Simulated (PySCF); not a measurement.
BrCl₂Sb (SMILES [Cl][Sb]([Cl])[Br]), singlet, at a GFN2-xTB geometry (all electrons, no relativity); CASSCF(2,4)/STO-3G (PySCF).

Input for PySCF:
```python
from pyscf import gto, scf, mcscf
import numpy

mol = gto.M(
    atom='''
Sb    0.141302    0.314021    0.725416
Cl    2.143405    0.521270   -0.508581
Cl   -1.035302    1.948217   -0.507112
Br   -0.744118   -1.657038   -0.563698
''',
    basis='sto-3g',
    charge=0,
    spin=0,
    verbose=4,
)

mf = scf.RHF(mol)
mf.kernel()
mc = mcscf.CASSCF(mf, 4, 2)
mc.fix_spin_(ss=0.0)
mc.kernel()
occ = numpy.linalg.eigvalsh(mc.fcisolver.make_rdm1(mc.ci, mc.ncas, mc.nelecas))[::-1]
ss = mc.fcisolver.spin_square(mc.ci, mc.ncas, mc.nelecas)[0]
print('natural occupations', occ.round(4), ' <S^2>', round(ss, 4))
```

The log (banner, timings and long lists left out):

```
PySCF version 2.14.0

[INPUT] verbose = 4
[INPUT] num. atoms = 4
[INPUT] num. electrons = 120
[INPUT] charge = 0
[INPUT] spin (= nelec alpha-beta = 2S) = 0
[INPUT] symmetry False subgroup None
[INPUT] Mole.unit = angstrom
[INPUT] Symbol           X                Y                Z      unit          X                Y                Z       unit  Magmom
[INPUT]  1 Sb     0.141302000000   0.314021000000   0.725416000000 AA    0.267022080853   0.593413687362   1.370837566377 Bohr   0.0
[INPUT]  2 Cl     2.143405000000   0.521270000000  -0.508581000000 AA    4.050448424023   0.985057536952  -0.961078802157 Bohr   0.0
[INPUT]  3 Cl    -1.035302000000   1.948217000000  -0.507112000000 AA   -1.956437236214   3.681596561222  -0.958302794480 Bohr   0.0
[INPUT]  4 Br    -0.744118000000  -1.657038000000  -0.563698000000 AA   -1.406179224359  -3.131347997997  -1.065234836965 Bohr   0.0

nuclear repulsion = 982.036125381085
number of shells = 29
number of NR pGTOs = 189
number of NR cGTOs = 63
basis = sto-3g
ecp = {}

******** <class 'pyscf.scf.hf.RHF'> ********
method = RHF
initial guess = minao
damping factor = 0
level_shift factor = 0
DIIS = <class 'pyscf.scf.diis.CDIIS'>
diis_start_cycle = 1
diis_space = 8
diis_damp = 0
SCF conv_tol = 1e-09
SCF conv_tol_grad = None
SCF max_cycles = 50
direct_scf = True
direct_scf_tol = 1e-13
Set gradient conv threshold to 3.16228e-05
Initial guess from minao.
init E= -9682.26141802882
  HOMO = -0.652719299907732  LUMO = -0.367398002372805  gap/eV = 7.76399
cycle= 1 E= -9705.30284881803  delta_E=  -23  |g|= 0.257  |ddm|= 2.83
  HOMO = -0.279056876802594  LUMO = 0.122139680357218  gap/eV = 10.91711
cycle= 2 E= -9705.33926845392  delta_E= -0.0364  |g|= 0.0422  |ddm|= 0.773
  HOMO = -0.301080378791422  LUMO = 0.154592246098514  gap/eV = 12.39948
cycle= 3 E= -9705.34108442856  delta_E= -0.00182  |g|= 0.0135  |ddm|= 0.167
  HOMO = -0.3041995306133  LUMO = 0.152380076773379  gap/eV = 12.42416
cycle= 4 E= -9705.34135178865  delta_E= -0.000267  |g|= 0.00339  |ddm|= 0.0766
  HOMO = -0.303479512473575  LUMO = 0.153819524573058  gap/eV = 12.44374
cycle= 5 E= -9705.34136962197  delta_E= -1.78e-05  |g|= 0.000246  |ddm|= 0.0241
  HOMO = -0.303533790954224  LUMO = 0.153819382942426  gap/eV = 12.44521
cycle= 6 E= -9705.34136968692  delta_E= -6.49e-08  |g|= 5.25e-05  |ddm|= 0.00103
  HOMO = -0.303533447505191  LUMO = 0.153821519743993  gap/eV = 12.44526
cycle= 7 E= -9705.3413696907  delta_E= -3.78e-09  |g|= 1.2e-05  |ddm|= 0.000276
  HOMO = -0.303534083807751  LUMO = 0.153821501138819  gap/eV = 12.44528
cycle= 8 E= -9705.34136969089  delta_E= -1.89e-10  |g|= 1.85e-06  |ddm|= 7.7e-05
  HOMO = -0.303534340852224  LUMO = 0.153821394905341  gap/eV = 12.44528
Extra cycle  E= -9705.34136969097  delta_E= -8.37e-11  |g|= 8.55e-07  |ddm|= 6.91e-06
converged SCF energy = -9705.34136969097

******** <class 'pyscf.mcscf.mc1step.CASSCF'> ********
CAS (1e+1e, 4o), ncore = 59, nvir = 0
max_cycle_macro = 50
max_cycle_micro = 4
conv_tol = 1e-07
conv_tol_grad = None
orbital rotation max_stepsize = 0.02
orbital rotation threshold for CI restart = 0.01
augmented hessian ah_max_cycle = 30
augmented hessian ah_conv_tol = 1e-12
augmented hessian ah_linear dependence = 1e-14
augmented hessian ah_level shift = 1e-08
augmented hessian ah_start_tol = 2.5
augmented hessian ah_start_cycle = 3
augmented hessian ah_grad_trust_region = 3
kf_trust_region = 3
kf_interval = 4
ci_response_space = 4
ci_grad_trust_region = 3
with_dep4 0
natorb = False
canonicalization = True
sorting_mo_energy = False
ao2mo_level = 2
internal_rotation = False
******** <class 'pyscf.fci.addons.SpinPenaltyFCISolver'> ********
max. cycles = 50
conv_tol = 1e-08
davidson only = True
linear dependence = 1e-12
level shift = 0.001
max iter space = 12
nroots = 1
pspace_size = 400
spin = None
CASCI E = -9705.34722524570  S^2 = 0.0000000
Set conv_tol_grad to 0.000316228
macro iter   1 ( 17 JK    4 micro), CASSCF E = -9705.34980549515  dE = -2.58024945e-03  S^2 = 0.0000000
               |grad[o]|=0.00841  |grad[c]|=0.022  |ddm|=0.0265  |maxRot[o]|=0.225
macro iter   2 ( 21 JK    4 micro), CASSCF E = -9705.35009651005  dE = -2.91014898e-04  S^2 = 0.0000000
               |grad[o]|=0.00465  |grad[c]|=0.00595  |ddm|=0.0064  |maxRot[o]|=0.0545
macro iter   3 ( 21 JK    4 micro), CASSCF E = -9705.35020133809  dE = -1.04828045e-04  S^2 = 0.0000000
               |grad[o]|=0.00346  |grad[c]|=0.00466  |ddm|=0.00826  |maxRot[o]|=0.0365
macro iter   4 ( 20 JK    4 micro), CASSCF E = -9705.35031986100  dE = -1.18522907e-04  S^2 = 0.0000000
               |grad[o]|=0.00299  |grad[c]|=0.00375  |ddm|=0.0075  |maxRot[o]|=0.0309
macro iter   5 ( 20 JK    4 micro), CASSCF E = -9705.35037924132  dE = -5.93803161e-05  S^2 = 0.0000000
               |grad[o]|=0.0025  |grad[c]|=0.00295  |ddm|=0.00512  |maxRot[o]|= 0.02
macro iter   6 ( 21 JK    4 micro), CASSCF E = -9705.35033000594  dE =  4.92353774e-05  S^2 = 0.0000000
               |grad[o]|=0.00221  |grad[c]|=0.00295  |ddm|=0.00491  |maxRot[o]|=0.0209
macro iter   7 ( 14 JK    3 micro), CASSCF E = -9705.35055438234  dE = -2.24376403e-04  S^2 = 0.0000000
               |grad[o]|=0.00231  |grad[c]|=0.00108  |ddm|=0.00254  |maxRot[o]|=0.0573
macro iter   8 ( 19 JK    4 micro), CASSCF E = -9705.35055463553  dE = -2.53190592e-07  S^2 = 0.0000000
               |grad[o]|=0.00136  |grad[c]|=0.00291  |ddm|=0.0028  |maxRot[o]|=0.00993
macro iter   9 ( 21 JK    4 micro), CASSCF E = -9705.35054217570  dE =  1.24598282e-05  S^2 = 0.0000000
               |grad[o]|=0.00138  |grad[c]|=0.00276  |ddm|=0.00202  |maxRot[o]|=0.0103
macro iter  10 ( 18 JK    4 micro), CASSCF E = -9705.35066305648  dE = -1.20880777e-04  S^2 = 0.0000000
               |grad[o]|=0.0014  |grad[c]|=0.000454  |ddm|=0.00111  |maxRot[o]|=0.037
macro iter  11 ( 10 JK    2 micro), CASSCF E = -9705.35070236702  dE = -3.93105383e-05  S^2 = 0.0000000
               |grad[o]|=0.000766  |grad[c]|=0.000824  |ddm|=0.00315  |maxRot[o]|=0.0311
macro iter  12 ( 17 JK    4 micro), CASSCF E = -9705.35075984543  dE = -5.74784062e-05  S^2 = 0.0000000
               |grad[o]|=0.000801  |grad[c]|=0.00355  |ddm|=0.00361  |maxRot[o]|=0.0373
macro iter  13 ( 17 JK    4 micro), CASSCF E = -9705.35074918703  dE =  1.06583921e-05  S^2 = 0.0000000
               |grad[o]|=0.000738  |grad[c]|=0.00445  |ddm|=0.00602  |maxRot[o]|=0.00781
macro iter  14 ( 17 JK    4 micro), CASSCF E = -9705.35083401802  dE = -8.48309865e-05  S^2 = 0.0000000
               |grad[o]|=0.000933  |grad[c]|=0.000894  |ddm|=0.00304  |maxRot[o]|=0.0514
macro iter  15 ( 12 JK    3 micro), CASSCF E = -9705.35088168808  dE = -4.76700570e-05  S^2 = 0.0000000
               |grad[o]|=0.000534  |grad[c]|=0.0018  |ddm|=0.00351  |maxRot[o]|=0.0501
macro iter  16 (  4 JK    1 micro), CASSCF E = -9705.35089251780  dE = -1.08297227e-05  S^2 = 0.0000000
               |grad[o]|=0.000276  |grad[c]|=0.0015  |ddm|=0.00134  |maxRot[o]|=0.0249
macro iter  17 (  3 JK    1 micro), CASSCF E = -9705.35089420342  dE = -1.68562292e-06  S^2 = 0.0000000
               |grad[o]|=0.000175  |grad[c]|=0.000571  |ddm|=0.000571  |maxRot[o]|=0.00971
macro iter  18 (  3 JK    1 micro), CASSCF E = -9705.35089445673  dE = -2.53308826e-07  S^2 = 0.0000000
               |grad[o]|=7.11e-05  |grad[c]|=0.000217  |ddm|=0.000223  |maxRot[o]|=0.00376
macro iter  19 (  1 JK    1 micro), CASSCF E = -9705.35089445675  dE = -1.63709046e-11  S^2 = 0.0000000
               |grad[o]|=2.8e-05  |grad[c]|=3.16e-06  |ddm|=5.1e-06  |maxRot[o]|=    0
1-step CASSCF converged in  19 macro (276 JK  60 micro) steps
CASSCF canonicalization
Density matrix diagonal elements [1.97180482e+00 1.56505502e-02 1.18569571e-02 6.87672304e-04]
CASSCF energy = -9705.35089445675
CASCI E = -9705.35089445675  E(CI) = -1.14073090145394  S^2 = 0.0000000
natural occupations [1.9721e+00 1.5700e-02 1.2000e-02 3.0000e-04]  <S^2> 0.0
```
